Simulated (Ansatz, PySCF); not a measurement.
HFGe (SMILES [F][GeH]), singlet, geometry from GFN2-xTB. Base run: CASSCF(2,2)/def2-SVP (PySCF).

The PySCF input:
```python
from pyscf import gto, scf, mcscf
import numpy

mol = gto.Mole()
mol.atom = '''
    Ge   -0.12034140   -0.21223344    0.29835378
    H    -0.92390566   -1.12337711   -0.82789763
    F     0.53053672    0.87942746   -0.96882481
'''
mol.basis = 'def2-svp'
mol.verbose = 4
mol.build()

mf = scf.RHF(mol)
mf.kernel()
mc = mcscf.CASSCF(mf, 2, 2)
mc.fix_spin_(ss=0.0)
mc.kernel()
occ = numpy.linalg.eigvalsh(mc.fcisolver.make_rdm1(mc.ci, mc.ncas, mc.nelecas))[::-1]
ss = mc.fcisolver.spin_square(mc.ci, mc.ncas, mc.nelecas)[0]
print('natural occupations', occ.round(4), ' <S^2>', round(ss, 4))
```

Programs used: Ansatz (an electronic-structure program), PySCF; a row that names a program was run with it.

Variants of this job, named by their change:

```
change                                                ΔE vs base (kcal/mol)                           natural occupations  <S^2> of the state
----------------------------------------------------  ---------------------  --------------------------------------------  ------------------
base                                                                  0.000                                     1.94 0.06                0.00
conv_tol = 1e-5                                                       0.000                                     1.94 0.06                0.00
state_average = 2 states                                              11.08                                             -                   -
start = MP2 natural orbitals                                          -0.87                                     1.98 0.02                0.00
active space = 8 electrons, 9 orbitals                                -64.2  1.98 1.98 1.98 1.97 0.03 0.02 0.02 0.01 0.01                0.00
code = ansatz; correction = SC-NEVPT2, all electrons                 -265.5                                             -                   -
orbitals = fixed (CASCI); correction = SC-NEVPT2                     -265.0                                     1.98 0.02                0.00
orbitals = fixed (CASCI)                                               9.33                                     1.98 0.02                0.00
active space = 8 electrons, 6 orbitals                               -24.48                 2.00 2.00 1.98 1.98 0.02 0.02                0.00
solver = newton                                                       0.000                                     1.94 0.06                0.00
correction = SC-NEVPT2                                               -265.3                                     1.94 0.06                0.00
```

Active orbitals are taken around the Fermi level unless the row says otherwise; CASSCF can end in different local minima, and two programs can end on different orbitals. State-averaged rows give the lowest state.

Ansatz warned in this series: other orbitals give a lower active-space energy.
